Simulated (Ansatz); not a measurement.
Reaction (hydrogenolysis of a B–N bond): `C=NB(F)[SiH3]` + H₂ → `FB[SiH3]` + `C=N`

Computed with Ansatz on PBE0-D4/def2-TZVP structures; ΔE is electronic, products minus reactants. CCSD(T)/CBS adds triple-zeta CCSD(T) − MP2 to the extrapolated MP2 energy (def2 sets, frozen cores). This one scheme is used for every species. Functionals use def2-TZVPP. B3LYP here is the variant with VWN-RPA as its local correlation; programs differ in this. Each species was taken in one conformer, which may not be the lowest.

```json
{"level": "PBE-D4", "ΔE (kcal/mol)": "23.7", "difference from CCSD(T)/CBS": "4.6"}
{"level": "B3LYP-D4", "ΔE (kcal/mol)": "22.2", "difference from CCSD(T)/CBS": "3.1"}
{"level": "ωB97X-V", "ΔE (kcal/mol)": "18.9", "difference from CCSD(T)/CBS": "-0.2"}
{"level": "ωB97M-V", "ΔE (kcal/mol)": "20.1", "difference from CCSD(T)/CBS": "1.0"}
{"level": "B2PLYP", "ΔE (kcal/mol)": "19.9", "difference from CCSD(T)/CBS": "0.8"}
{"level": "PBE", "ΔE (kcal/mol)": "22.4", "difference from CCSD(T)/CBS": "3.3"}
{"level": "B3LYP", "ΔE (kcal/mol)": "20.1", "difference from CCSD(T)/CBS": "1.0"}
{"level": "MP2/def2-TZVPP", "ΔE (kcal/mol)": "20.6", "difference from CCSD(T)/CBS": "1.5"}
{"level": "SCS-MP2/def2-TZVPP", "ΔE (kcal/mol)": "18.4", "difference from CCSD(T)/CBS": "-0.7"}
{"level": "CCSD/def2-TZVPP", "ΔE (kcal/mol)": "17.0", "difference from CCSD(T)/CBS": "-2.1"}
{"level": "CCSD(T)/def2-TZVPP", "ΔE (kcal/mol)": "18.4", "difference from CCSD(T)/CBS": "-0.7"}
{"level": "HF/def2-QZVPP", "ΔE (kcal/mol)": "12.8", "difference from CCSD(T)/CBS": "-6.3"}
{"level": "SCS-MP2/def2-QZVPP", "ΔE (kcal/mol)": "18.8", "difference from CCSD(T)/CBS": "-0.3"}
{"level": "HF/CBS(def2)", "ΔE (kcal/mol)": "12.8", "difference from CCSD(T)/CBS": "-6.3"}
{"level": "MP2/CBS(def2)", "ΔE (kcal/mol)": "21.2", "difference from CCSD(T)/CBS": "2.1"}
{"level": "CCSD/CBS(def2)", "ΔE (kcal/mol)": "17.7", "difference from CCSD(T)/CBS": "-1.4"}
{"level": "CCSD(T)/CBS", "ΔE (kcal/mol)": "19.1", "difference from CCSD(T)/CBS": "0"}
```

Largest T1 diagnostic among the species: 0.015.

From PBE to PBE0 (25 % exact exchange), in def2-TZVPP and without D4, ΔE moves by −1.9 kcal/mol. In def2-TZVPP, CCSD(T) changes the Hartree–Fock value by +5.6 kcal/mol (the triples alone add +1.4 kcal/mol) and MP2 by +7.8 kcal/mol.
